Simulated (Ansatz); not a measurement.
C₂HAlN₂O₂, SMILES O=C=[N][AlH][N]=C=O.

The structure is a stationary point at PBE0-D3(BJ)/def2-SVP. The structure was generated by enumeration; whether it is a known compound was not checked. Other conformers were not sampled.

Two levels are set side by side: PBE/def2-SVPD (Ansatz, a quantum-chemistry and plane-wave program) and PBE0/def2-SVPD (Ansatz). Energy differences of separate SCF runs at the same geometry; the states with an electron removed or added have multiplicity 2 and 2. Differences are taken from unrounded values.

```
quantity                            PBE0
---------------------------------  -----
vertical ionisation energy (eV)    10.81
vertical singlet–triplet gap (eV)   5.71
```

### Question
What does PBE give, and how far is it from PBE0? (Estimate from the structure and the level; the computed values follow.)

### Answer

```csv
quantity,PBE,PBE minus PBE0
vertical ionisation energy (eV),10.31,-0.50
vertical singlet–triplet gap (eV),5.04,-0.67
```
